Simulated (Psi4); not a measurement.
ditellurium (Te$_{2}$), triplet, geometry from GFN2-xTB (core potentials on Te), atoms displaced at random by about 0.08 Å a coordinate; HF/def2-SVP, gradient run with Psi4.

Here is a job for Psi4.
```
memory 2 GB

molecule mol {
0 3
  Te   -0.074529    0.114079   -1.342960
  Te   -0.011734    0.022716    1.289052
symmetry c1
no_reorient
no_com
}

set basis def2-svp
set reference uhf

gradient('scf')
print_variables()
```

It wrote (shortened):

```
gradient() will perform analytic gradient computation.

   => Loading Basis Set <=

    Name: DEF2-SVP
    Role: ORBITAL
    Keyword: BASIS

    !!!  WARNING: ECP capability is in beta. Please check occupations closely.  !!!

         ---------------------------------------------------------
                                   SCF
               by Justin Turney, Rob Parrish, Andy Simmonett
                          and Daniel G. A. Smith
                              UHF Reference
         ---------------------------------------------------------

  ==> Geometry <==

    Molecular point group: c1
    Full point group: C1

    Geometry (in Angstrom), charge = 0, multiplicity = 3:

       Center              X                  Y                   Z               Mass
    ------------   -----------------  -----------------  -----------------  -----------------
         TE          -0.074529000000     0.114079000000    -1.342960000000   129.906222748000
         TE          -0.011734000000     0.022716000000     1.289052000000   129.906222748000

  Running in c1 symmetry.

  Rotational constants: A =     10.23121  B =      0.03738  C =      0.03724 [cm^-1]
  Rotational constants: A = 306723.98224  B =   1120.57422  C =   1116.49526 [MHz]
  Nuclear repulsion =  115.704657334782098

  Charge       = 0
  Multiplicity = 3
  Electrons    = 48
  Nalpha       = 25
  Nbeta        = 23

  ==> Algorithm <==

  SCF Algorithm Type is DF.
  DIIS enabled.
  MOM disabled.
  Fractional occupation disabled.
  Guess Type is SAD.
  Energy threshold   = 1.00e-08
  Density threshold  = 1.00e-08
  Integral threshold = 1.00e-12

  ==> Primary Basis <==

  Basis Set: DEF2-SVP
    Blend: DEF2-SVP
    Number of shells: 20
    Number of basis functions: 52
    Number of Cartesian functions: 56
    Spherical Harmonics?: true
    Max angular momentum: 2

  Core potential: DEF2-SVP
    Number of shells: 8
    Number of ECP primitives: 36
    Number of ECP core electrons: 56
    Max angular momentum: 3

   => Loading Basis Set <=

    Name: (DEF2-SVP AUX)
    Role: JKFIT
    Keyword: DF_BASIS_SCF

  ==> Integral Setup <==

  SCF_SUBTYPE=INCORE selected. In-core MEM_DF algorithm will be used.
  Using in-core AOs.

  ==> MemDFJK: Density-Fitted J/K Matrices <==

    J tasked:                   Yes
    K tasked:                   Yes
    wK tasked:                   No
    Algorithm:                 Core
    Schwarz Cutoff:           1E-12
    Mask sparsity (%):       0.6657
    Fitting Condition:        1E-10

   => Auxiliary Basis Set <=

  Basis Set: (DEF2-SVP AUX)
    Blend: DEF2-UNIVERSAL-JKFIT
    Number of shells: 92
    Number of basis functions: 436
    Number of Cartesian functions: 618
    Spherical Harmonics?: true
    Max angular momentum: 5

  Minimum eigenvalue in the overlap matrix is 1.9377515795E-02.
  Reciprocal condition number of the overlap matrix is 5.6558514809E-03.
    Using symmetric orthogonalization.

  ==> Pre-Iterations <==

  SCF Guess: Superposition of Atomic Densities via on-the-fly atomic UHF (no occupation information).

   -------------------------
    Irrep   Nso     Nmo
   -------------------------
     A         52      52
   -------------------------
    Total      52      52
   -------------------------

  ==> Iterations <==

                           Total Energy        Delta E     RMS |[F,P]|

   @DF-UHF iter SAD:  -528.66872881954919   -5.28669e+02   0.00000e+00
   @DF-UHF iter   1:  -533.91010452090075   -5.24138e+00   7.35353e-03 DIIS/ADIIS
   @DF-UHF iter   2:  -534.00836001582763   -9.82555e-02   2.84642e-03 DIIS/ADIIS
   @DF-UHF iter   3:  -534.01925316350867   -1.08931e-02   4.18573e-04 DIIS/ADIIS
   @DF-UHF iter   4:  -534.01998872786214   -7.35564e-04   1.14192e-04 DIIS/ADIIS
   @DF-UHF iter   5:  -534.02004798778148   -5.92599e-05   3.35341e-05 DIIS
   @DF-UHF iter   6:  -534.02005312954054   -5.14176e-06   8.89093e-06 DIIS
   @DF-UHF iter   7:  -534.02005355974131   -4.30201e-07   1.40375e-06 DIIS
[...]
    ---------------------

    Alpha Occupied:

[...]
      25A     -0.329625

    Alpha Virtual:

[...]
    Beta Occupied:

[...]
    Beta Virtual:

[...]
    Final Occupation by Irrep:
              A
    DOCC [    23 ]
    SOCC [     2 ]
    NA   [    25 ]
    NB   [    23 ]

  @DF-UHF Final Energy:  -534.02005357238500

   => Energetics <=

    Nuclear Repulsion Energy =            115.7046573347820981
    One-Electron Energy =               -1164.3006472135346030
    Two-Electron Energy =                 514.5759363063675664
    Total Energy =                       -534.0200535723849953

  UHF NO Occupations:
  HONO-2 :   23  A 1.9934667
  HONO-1 :   24  A 1.0000000
  HONO-0 :   25  A 1.0000000
  LUNO+0 :   26  A 0.0065333
  LUNO+1 :   27  A 0.0065333
  LUNO+2 :   28  A 0.0018838
  LUNO+3 :   29  A 0.0012481

Computation Completed

Properties will be evaluated at   0.000000,   0.000000,   0.000000 [a0]

Properties computed using the SCF density matrix

 Multipole Moments:

 ------------------------------------------------------------------------------------
     Multipole            Electronic (a.u.)      Nuclear  (a.u.)        Total (a.u.)
 ------------------------------------------------------------------------------------

 L = 1.  Multiply by 2.5417464519 to convert [e a0] to [Debye]
 Dipole X            :          3.9123227           -3.9123227           -0.0000000
 Dipole Y            :         -6.2041220            6.2041220            0.0000000
 Dipole Z            :          2.4449125           -2.4449125           -0.0000000
 Magnitude           :                                                    0.0000000

 ------------------------------------------------------------------------------------

         ------------------------------------------------------------
                                   SCF GRAD
                          Rob Parrish, Justin Turney,
                       Andy Simmonett, and Alex Sokolov
         ------------------------------------------------------------

  ==> Geometry <==

    Molecular point group: c1
    Full point group: C1

    Geometry (in Angstrom), charge = 0, multiplicity = 3:

       Center              X                  Y                   Z               Mass
    ------------   -----------------  -----------------  -----------------  -----------------
         TE          -0.074529000000     0.114079000000    -1.342960000000   129.906222748000
         TE          -0.011734000000     0.022716000000     1.289052000000   129.906222748000

  Nuclear repulsion =  115.704657334782098

  ==> Basis Set <==

  Basis Set: DEF2-SVP
    Blend: DEF2-SVP
    Number of shells: 20
    Number of basis functions: 52
    Number of Cartesian functions: 56
    Spherical Harmonics?: true
    Max angular momentum: 2

  Core potential: DEF2-SVP
    Number of shells: 8
    Number of ECP primitives: 36
    Number of ECP core electrons: 56
    Max angular momentum: 3

  ==> DFJKGrad: Density-Fitted SCF Gradients <==

    Gradient:                    1
    J tasked:                  Yes
    K tasked:                  Yes
    wK tasked:                  No
    Integrals threads:           1
    Schwarz Cutoff:          1E-12
    Fitting Condition:       1E-10

   => Auxiliary Basis Set <=

  Basis Set: (DEF2-SVP AUX)
    Blend: DEF2-UNIVERSAL-JKFIT
    Number of shells: 92
    Number of basis functions: 436
    Number of Cartesian functions: 618
    Spherical Harmonics?: true
    Max angular momentum: 5

  -Total Gradient:
     Atom            X                  Y                   Z
    ------   -----------------  -----------------  -----------------
       1       -0.000719644752     0.001047040536    -0.030163426750
       2        0.000719644752    -0.001047040536     0.030163426753

  Variable Map:
  ----------------------------------------------------------------------------
[...]
  Array Variable Map:
  ----------------------------------------------------------------------------
[...]
[...]
```
